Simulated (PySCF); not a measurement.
**Atomic charges by several schemes**

Compound: C7H13OP.
Structure used (GFN2-xTB), in Å, numbered top down from 1:
```
atom  x, y, z in Å
C1    -1.965   -1.569   -1.445
P2    -1.280   -0.431   -0.386
C3    -1.949   -0.727    1.290
C4     0.498   -0.627   -0.272
C5     1.127    0.511    0.043
O6     2.443    0.722    0.245
C7     3.301   -0.391    0.125
C8     0.279    1.746    0.225
C9    -1.085    1.462   -0.392
H10   -3.052   -1.544   -1.408
H11   -1.595   -1.450   -2.461
H12   -1.845   -1.790    1.500
H13   -3.004   -0.462    1.312
H14   -1.407   -0.140    2.030
H15    0.951   -1.588   -0.438
H16    4.304   -0.023    0.334
H17    3.263   -0.808   -0.885
H18    3.038   -1.171    0.846
H19    0.776    2.601   -0.236
H20    0.196    1.954    1.294
H21   -1.902    1.970    0.120
H22   -1.101    1.773   -1.441
```

Density: PBE0/pcSseg-1 (PySCF); schemes: Mulliken, IAO, Hirshfeld and ESP-fitted. One conformer (not necessarily the lowest) at the GFN2-xTB geometry, without solvent, vibrations or thermal averaging.

Question: Do the Mulliken, IAO, Hirshfeld and ESP-fitted schemes agree on where the charge is lowest?

Answer: All schemes agree: Mulliken C1 (-0.543); IAO C1 (-0.916); Hirshfeld C1 (-0.336); ESP-fitted C1 (-0.986).

Question: For which atoms does the sign change between the 4 schemes (beyond +0.03 e in one, beyond −0.03 e in another)?

Answer: For none.

Question: Do the Mulliken, IAO, Hirshfeld and ESP-fitted schemes agree on where the charge is highest?

Answer: All schemes agree: Mulliken P2 (+0.480); IAO P2 (+1.186); Hirshfeld P2 (+0.356); ESP-fitted P2 (+0.592).

Question: What partial charge does each atom carry?

Answer: In e:

| atom | environment | Mulliken | IAO | Hirshfeld | ESP-fitted |
| --- | --- | --- | --- | --- | --- |
| C1 | carbon bonded to P and 2 H | -0.543 | -0.916 | -0.336 | -0.986 |
| P2 | phosphorus bonded to 4 C | +0.480 | +1.186 | +0.356 | +0.592 |
| C3 | sp3 carbon bound to phosphorus | -0.392 | -0.646 | -0.160 | -0.611 |
| C4 | alkene CH carbon | -0.388 | -0.528 | -0.153 | -0.439 |
| C5 | vinylic carbon bearing oxygen | +0.182 | +0.231 | +0.089 | +0.429 |
| O6 | ether oxygen | -0.468 | -0.316 | -0.097 | -0.378 |
| C7 | methoxy carbon | -0.039 | -0.208 | -0.029 | -0.011 |
| C8 | allylic carbon | -0.150 | -0.274 | -0.075 | -0.131 |
| C9 | sp3 carbon bound to phosphorus | -0.408 | -0.510 | -0.121 | -0.311 |
| H10 | hydrogen on C1 | +0.106 | +0.137 | +0.008 | +0.253 |
| H11 | hydrogen on C1 | +0.108 | +0.139 | +0.008 | +0.242 |
| H12 | methyl hydrogen | +0.160 | +0.173 | +0.050 | +0.192 |
| H13 | methyl hydrogen | +0.147 | +0.158 | +0.050 | +0.200 |
| H14 | methyl hydrogen | +0.131 | +0.152 | +0.044 | +0.164 |
| H15 | vinylic hydrogen | +0.119 | +0.167 | +0.044 | +0.188 |
| H16 | methyl hydrogen | +0.134 | +0.166 | +0.057 | +0.107 |
| H17 | methyl hydrogen | +0.118 | +0.142 | +0.048 | +0.067 |
| H18 | methyl hydrogen | +0.115 | +0.141 | +0.047 | +0.059 |
| H19 | methylene hydrogen | +0.146 | +0.157 | +0.047 | +0.084 |
| H20 | methylene hydrogen | +0.146 | +0.152 | +0.045 | +0.078 |
| H21 | methylene hydrogen | +0.139 | +0.147 | +0.040 | +0.116 |
| H22 | methylene hydrogen | +0.155 | +0.152 | +0.038 | +0.097 |

Mean size of the charges over all atoms: IAO 0.309 e, ESP-fitted 0.261 e, Mulliken 0.217 e, Hirshfeld 0.088 e. Each set sums to the total charge, 0, to within 0.001 e. The Mulliken scheme counts on each atom the diagonal of the density matrix times the overlap matrix over that atom's basis functions. The IAO scheme projects the occupied orbitals on a minimal set of polarised atomic orbitals and counts the electrons in each atom's part of it.

Question: How closely do the schemes follow one another over all atoms?

Answer: Correlation coefficient and root-mean-square difference: IAO with Hirshfeld 0.99, 0.291 e; Mulliken with ESP-fitted 0.94, 0.136 e; Mulliken with IAO 0.94, 0.192 e; Hirshfeld with ESP-fitted 0.93, 0.234 e; IAO with ESP-fitted 0.93, 0.160 e; Mulliken with Hirshfeld 0.92, 0.153 e.

Question: How many electrons does the Hirshfeld scheme count on C9?

Answer: Z − q = 6 − (-0.121) = 6.121.
